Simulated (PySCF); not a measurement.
Compound: C₅H₇FO₄.
Structure used (PBE0-D3(BJ)/def2-SVP), in Å, numbered top down from 1:
```
atom  x, y, z in Å
C1     2.6448   -0.0437    1.2554
C2     1.7650   -0.4617    0.1188
O3     2.1255   -0.9556   -0.9109
O4     0.4638   -0.2027    0.4055
C5    -0.4847   -0.4706   -0.6085
O6    -0.7146    0.6392   -1.3995
C7    -1.7652    1.3809   -0.8382
O8    -2.3396    0.5827    0.1697
C9    -1.8304   -0.6850    0.0736
F10   -2.6130   -1.4730   -0.7238
H11    2.2743   -0.4697    2.1983
H12    2.6085    1.0513    1.3571
H13    3.6740   -0.3652    1.0632
H14   -0.1425   -1.3022   -1.2368
H15   -1.4014    2.3138   -0.3742
H16   -2.4967    1.6098   -1.6315
H17   -1.7715   -1.1428    1.0711
```

Probes without a nucleus sit at each ring's centroid and 1 Å off its mean plane on both sides; NICS is minus the shielding there, NICSzz its component along the normal. Level: GIAO PBE0/pcSseg-1 (PySCF, non-relativistic, gas phase) on the PBE0-D3(BJ)/def2-SVP geometry, one conformer.

Ring bond lengths (Å), with Mayer bond orders in brackets: C5–O6 1.382 (0.98), O6–C7 1.403 (0.93), C7–O8 1.408 (0.91), O8–C9 1.370 (1.01), C9–C5 1.524 (0.99).

Problem. What do the NICS probes read (ppm)?

Solution. 
```csv
ring,type,NICS(0),"NICS(1), two faces","NICS(1)zz, two faces",rms pucker (Å),"centre to ring atoms, mean (Å)"
C5–O6–C7–O8–C9,5-membered ring with 2 O; formal bonds all single,-9.4,-3.1 / -3.6,-8.1 / -9.0,0.13,1.20
```

Problem. What do they say, and how far can they be read as aromaticity?

Solution. 
- C5–O6–C7–O8–C9: mean NICS(1)zz -8.5 ppm, shielded. C5, C7, C9 have four or more neighbours, and the NICS criterion for π rings isn't applied. NICS(0) lies 6 ppm below the mean NICS(1).

Problem. What is the mean of the two in-plane components of NICS at the first NICS(1) probe listed for ring C5–O6–C7–O8–C9, 1 Å off the ring?

Solution. The isotropic value is a third of the trace: (3 × -3.1 − (-8.1))/2 = -0.6 ppm.

Problem. List the ring angles and the Hirshfeld charges of the ring atoms.

Solution. 
- C5–O6–C7–O8–C9: C5 102.8° (+0.089 e), O6 108.7° (-0.143 e), C7 107.0° (+0.079 e), O8 108.8° (-0.144 e), C9 103.3° (+0.112 e); sum 530.6° against 540° for a flat convex ring.

Problem. How do the values depend on the level or the medium?

Solution. 
```csv
level,"NICS(0), C5–O6–C7–O8–C9","mean NICS(1)zz, C5–O6–C7–O8–C9"
"PBE0/pcSseg-1, gas",-9.4,-8.5
"wB97X-D/pcSseg-1, gas",-9.1,-8.3
"PBE0/pcSseg-1, IEF-PCM acetonitrile",-9.3,-8.5
"PBE0/pcSseg-1, IEF-PCM chloroform",-9.3,-8.5
```

The geometry is the same throughout; the continuum's cavity takes Bondi-type radii × 1.2.
